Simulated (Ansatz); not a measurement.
Consider the substitution at a C–N bond: `CNC[SeH]` + CH₃SH → `CSC[SeH]` + CH₃NH₂.

Program: Ansatz. Geometries: PBE0-D4/def2-TZVP. ΔE: electronic, gas phase. CCSD(T)/CBS adds triple-zeta CCSD(T) − MP2 to the extrapolated MP2 energy (def2 sets, frozen cores). This one scheme is used for every species. For Se outer-core shells are correlated without core-valence functions, which leaves a few kJ/mol of doubt a bond. Scalar relativity is left out up to krypton. One conformer a species, not always the lowest.

`CNC[SeH]`:

```xyz
11

C     0.093    0.581    1.498
N    -0.610   -0.053    0.403
C     0.253   -0.415   -0.684
Se   -0.803   -1.416   -2.002
H    -0.622    0.866    2.272
H     0.663    1.478    1.205
H     0.796   -0.130    1.941
H    -1.364    0.530    0.065
H     1.043   -1.067   -0.308
H     0.722    0.427   -1.213
H    -0.170   -0.800   -3.175
```

CH₃SH:

Z-matrix (Å, degrees):
```
C
S 1 1.806
H 1 1.089 2 111.5
H 1 1.089 2 111.5 3 -123.8
H 1 1.090 2 106.2 3 118.1
H 2 1.342 1 97.1 3 61.9
```

`CSC[SeH]`:

Z-matrix (Å, degrees):
```
C
S 1 1.793
H 1 1.091 2 111.3
H 1 1.090 2 106.9 3 119.0
H 1 1.091 2 110.2 3 -122.4
C 2 1.786 1 100.4 3 65.5
Se 6 1.964 2 117.0 1 64.6
H 6 1.089 2 106.7 1 -173.5
H 6 1.092 2 111.2 1 -55.5
H 7 1.468 6 94.3 2 58.5
```

CH₃NH₂:

Cartesian coordinates in Å:
```
C -0.142 -0.530 0.148
N -0.033 0.797 -0.434
H 0.609 -0.770 0.916
H -0.062 -1.280 -0.642
H -1.129 -0.647 0.600
H 0.872 0.923 -0.869
H -0.115 1.508 0.280
```

```
   species  MP2/CBS(def2) energy (Eh)
`CNC[SeH]`                -2535.63187
     CH₃SH                 -438.17872
`CSC[SeH]`                -2878.10921
    CH₃NH₂                  -95.71376
```

Problem. Work out ΔE.

Solution. ΔE = (-2878.10921) + (-95.71376) − (-2535.63187) − (-438.17872) = -0.01238 Eh = -7.8 kcal/mol. CCSD(T)/CBS gives -6.3 kcal/mol.

Largest T1 diagnostic among the species: 0.010.

In def2-TZVPP, CCSD(T) changes the Hartree–Fock value by −2.1 kcal/mol (the triples alone add −0.6 kcal/mol) and MP2 by −3.5 kcal/mol. The D4 term adds −1.1 kcal/mol with B3LYP and −0.5 kcal/mol with PBE0; it sums over pairs of atoms, weighted by their polarisabilities, and B3LYP, whose exchange is more repulsive, gets the larger term.

B3LYP here is the variant with VWN-RPA as its local correlation; programs differ in this.
